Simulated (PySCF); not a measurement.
A calculated (wB97X, PySCF 2.14, aug-cc-pV(T+d)Z, no relativity, point nucleus) atom or ion has these occupied shells.

```json
{"shell": "1s α", "electrons": "1", "orbital energy (eV)": "-3162.4", "rms radius, mean of both spins (bohr)": "0.0998"}
{"shell": "1s β", "electrons": "1", "orbital energy (eV)": "-3161.9", "rms radius, mean of both spins (bohr)": "0.0998"}
{"shell": "2s α", "electrons": "1", "orbital energy (eV)": "-335.52", "rms radius, mean of both spins (bohr)": "0.452"}
{"shell": "2s β", "electrons": "1", "orbital energy (eV)": "-335.16", "rms radius, mean of both spins (bohr)": "0.452"}
{"shell": "2p α", "electrons": "3", "orbital energy (eV)": "-269.07", "rms radius, mean of both spins (bohr)": "0.419"}
{"shell": "2p β", "electrons": "3", "orbital energy (eV)": "-268.43", "rms radius, mean of both spins (bohr)": "0.419"}
{"shell": "3s α", "electrons": "1", "orbital energy (eV)": "-57.324", "rms radius, mean of both spins (bohr)": "1.44"}
{"shell": "3s β", "electrons": "1", "orbital energy (eV)": "-53.408", "rms radius, mean of both spins (bohr)": "1.44"}
{"shell": "3p α", "electrons": "3", "orbital energy (eV)": "-40.999", "rms radius, mean of both spins (bohr)": "1.58"}
{"shell": "3p β", "electrons": "1", "orbital energy (eV)": "-38.606", "rms radius, mean of both spins (bohr)": "1.58"}
```

Question: Name the element and its charge.

Answer: Ar²⁺ (argon, charge +2), in [Ne] 3s2 3p4, high-spin 3P determinant.
